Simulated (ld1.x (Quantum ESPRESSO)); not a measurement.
# An all-electron radial function and its pseudo partner (Er)

Columns: radius, all-electron u(r) and pseudo u(r) of the 5p shell (level -28.26 eV) of erbium in the configuration [Kr] 4d10 4f11.5 5s2 5p6 5d0.5 6s2 6p0; LDA (PZ), scalar-relativistic, TM scheme, ld1.x (Quantum ESPRESSO) 7.5.

| r (bohr) | all-electron | pseudo |
| --- | --- | --- |
| 0.148 | -0.3071 | -0.0264 |
| 0.295 | 0.1831 | -0.1026 |
| 0.443 | 0.4735 | -0.2224 |
| 0.590 | 0.1727 | -0.3723 |
| 0.738 | -0.2739 | -0.5376 |
| 0.885 | -0.6271 | -0.6953 |
| 1.033 | -0.8412 | -0.8240 |
| 1.180 | -0.9332 | -0.9023 |
| 1.328 | -0.9403 | -0.9220 |
| 1.475 | -0.8944 | -0.8884 |
| 1.623 | -0.8189 | -0.8180 |
| 1.770 | -0.7310 | -0.7310 |
| 1.918 | -0.6400 | -0.6400 |
| 2.065 | -0.5531 | -0.5531 |
| 2.213 | -0.4725 | -0.4725 |
| 2.360 | -0.4009 | -0.4009 |
| 2.508 | -0.3376 | -0.3376 |
| 2.655 | -0.2832 | -0.2832 |
| 2.802 | -0.2366 | -0.2366 |
| 2.950 | -0.1968 | -0.1968 |
| 3.098 | -0.1632 | -0.1632 |
| 3.245 | -0.1352 | -0.1352 |
| 3.393 | -0.1117 | -0.1117 |
| 3.540 | -0.0922 | -0.0922 |
| 3.688 | -0.0758 | -0.0758 |
| 3.835 | -0.0624 | -0.0624 |

Task: How many radial nodes do the two functions have?

Result: The all-electron 5p function has n − l − 1 = 3 (the table is too coarse to show those close to the nucleus); the pseudo-wave has 0, since the states of the same l below it are removed with the core.

Task: At about which radius was the pseudo-wave matched?

Result: 1.90 bohr, where the columns begin to agree (steps of 0.15 bohr).

Task: Where does each function peak?

Result: Outermost all-electron maximum near 1.33 bohr, pseudo maximum near 1.33 bohr (to the table’s step).

Task: Is the pseudo-wave norm-conserving?

Result: Yes: the TM scheme keeps the norm inside the radius equal to the all-electron one, which fixes the energy derivative of the logarithmic derivative at the level.
